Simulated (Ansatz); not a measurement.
System: sum formula CuN$_{2}$H$_{6}$, net charge 1, singlet state. 
Structure (B3LYP-D3(BJ)/def2-TZVP (Ansatz, a quantum-chemistry and plane-wave program) minimum search):
```
Cu
N 1 1.9380
H 2 1.0185 1 112.08
H 2 1.0185 3 106.75 1 123.06
H 2 1.0185 3 106.75 4 113.88
N 1 1.9380 4 157.87 2 -180.00
H 6 1.0185 1 112.08 4 -23.42
H 6 1.0185 7 106.75 1 -123.06
H 6 1.0185 7 106.75 8 -113.88
```
Charge +1, spin multiplicity 1.

Computed values are from Ansatz. Cores are frozen in the correlated levels unless marked. UHF or UKS for open shells. No spin-orbit coupling. The frozen core is the preceding noble-gas configuration, with the filled d and f shells of earlier blocks. Non-relativistic. CBS marks a two-point X^-3 extrapolation of the correlation energy; Hartree-Fock from the larger set. [CCSD(T)-MP2]/basis is that difference in the basis named.

| Property | Value |
|---|---|
| vertical ionisation energy (to the doublet) | 14.51 eV at RI-MP2/CBS(def2-TZVPPD,def2-QZVPPD)+[CCSD(T)-MP2]/def2-TZVPPD |
| vertical electron affinity (to the doublet; negative means unbound) | 3.46 eV at RI-MP2/CBS(def2-TZVPPD,def2-QZVPPD)+[CCSD(T)-MP2]/def2-TZVPPD |
| vertical triplet-singlet gap | 4.92 eV at RI-MP2/CBS(def2-TZVPPD,def2-QZVPPD)+[CCSD(T)-MP2]/def2-TZVPPD |
| total energy | -1752.3690 Eh at RI-MP2/CBS(def2-TZVPPD,def2-QZVPPD)+[CCSD(T)-MP2]/def2-TZVPPD |
| T1 diagnostic | 0.021 at CCSD/def2-TZVPPD |
